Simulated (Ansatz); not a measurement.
Geometry optimisation, RKS PBE/def2-SVP (Ansatz).

Input file:

```yaml
crystal:
  periodic: [false, false, false]
  atoms:
    - { symbol: Si, position_ang: [-0.027065, -0.077901, 0.297577] }
    - { symbol: H, position_ang: [0.434086, 0.073901, 1.671618] }
    - { symbol: O, position_ang: [1.467081, -0.602177, -0.219346] }
    - { symbol: H, position_ang: [2.176168, -0.303918, 0.3735] }
    - { symbol: O, position_ang: [-0.608368, 1.365487, -0.28143] }
    - { symbol: H, position_ang: [-1.238503, 1.258643, -1.016723] }
    - { symbol: O, position_ang: [-1.161253, -1.227566, -0.11906] }
    - { symbol: H, position_ang: [-0.812447, -2.13497, -0.166834] }
basis:
  gaussian: { orbitals: def2-SVP }
hamiltonian:
  xc: pbe
relax:
  f_tol: 0.03
  max_steps: 50
```

Launched with:

```bash
$ ansatz run input.yaml --threads 1 --pin off --max-ram 2048MiB --backend cpu --events-out ev --progress --plain --runs-dir out
```

**Question.** Where does it end, and by what steps?

**Answer.** The run converged. After 8 steps the energy has fallen by 0.254 eV; H4 moved furthest, 0.39 Å.

| step | energy less start (eV) | largest force component (eV/Å) | accepted |
| --- | --- | --- | --- |
| 0 | 0.0000 | 1.135 | yes |
| 1 | -0.2095 | 0.260 | yes |
| 2 | -0.2304 | 0.098 | yes |
| 3 | -0.2463 | 0.212 | yes |
| 4 | -0.2459 | 0.607 | no |
| 5 | -0.2508 | 0.065 | yes |
| 6 | -0.2531 | 0.047 | yes |
| 7 | -0.2533 | 0.064 | yes |
| 8 | -0.2540 | 0.011 | yes |

```xyz
8
Properties=species:S:1:pos:R:3
Si -0.045 -0.118 0.406
H 0.102 0.129 1.872
O 1.392 -0.667 -0.263
H 2.191 -0.179 0.002
O -0.581 1.344 -0.189
H -0.929 1.299 -1.097
O -1.154 -1.299 0.007
H -0.746 -2.158 -0.199
```

Time of the run: 19 s on 1 thread of Arm Neoverse V1 (shared host), peak memory 0.14 GiB.
